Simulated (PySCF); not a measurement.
## Molecular orbitals of HgS⁺

PW91 at R = 2.353 Å; PySCF, scalar-relativistic core potentials, basis sets Hg def2-SVP with ECP60, S def2-SVP. State: ²Π (doublet), unpaired electrons π ↑. Only the outer orbitals are listed, counted within each symmetry, core potentials removing the inner ones.

```tsv
spin	orbital	occ.	ε (eV)	on Hg (%)	main shells (%)
α	7σ	1	-18.98	83	82 Hg d, 9 S s
α	3π	1	-18.85	97	97 Hg d
α	3π	1	-18.73	98	98 Hg d
α	1δ	1	-18.30	100	100 Hg d
α	1δ	1	-18.30	100	100 Hg d
α	8σ	1	-15.43	60	52 Hg s, 37 S p, 8 Hg d
α	4π	1	-13.99	5	94 S p
α	4π	1	-12.71	6	94 S p
α	9σ	0	-11.78	56	45 S p, 44 Hg s, 10 Hg p
α	5π	0	-6.63	97	97 Hg p
α	5π	0	-6.46	96	96 Hg p
β	7σ	1	-18.83	82	81 Hg d, 12 S s
β	3π	1	-18.79	99	99 Hg d
β	3π	1	-18.74	98	98 Hg d
β	1δ	1	-18.31	100	100 Hg d
β	1δ	1	-18.31	100	100 Hg d
β	8σ	1	-15.24	64	57 Hg s, 33 S p
β	4π	1	-12.33	6	94 S p
β	4π	0	-12.01	7	93 S p
β	9σ	0	-11.54	51	49 S p, 37 Hg s, 12 Hg p
β	5π	0	-6.49	95	95 Hg p
```

Which are the highest filled and the lowest empty level, where do they sit, and how wide is the gap?

Highest filled β 4π at -12.33 eV (in %: 94 S p); lowest empty β 4π at -12.01 eV (in %: 93 S p); the gap at PW91 is 0.32 eV. Both belong to one degenerate shell, split only by its one-sided filling, so this is no excitation gap.

| Property | Result |
| --- | --- |
| bond order (Mayer) | 1.30 |
| ⟨S²⟩ | 0.756 |
| charge on Hg (Mulliken, basis-dependent) | 0.76 |
| charge on Hg (Löwdin, basis-dependent) | 0.59 |
| dipole moment (positive dipole points towards S; it is taken about the centre of mass and depends on that origin) | 0.22 D |

Spin–orbit coupling is left out. The state was picked by a PBE0 search and need not be the measured ground state.
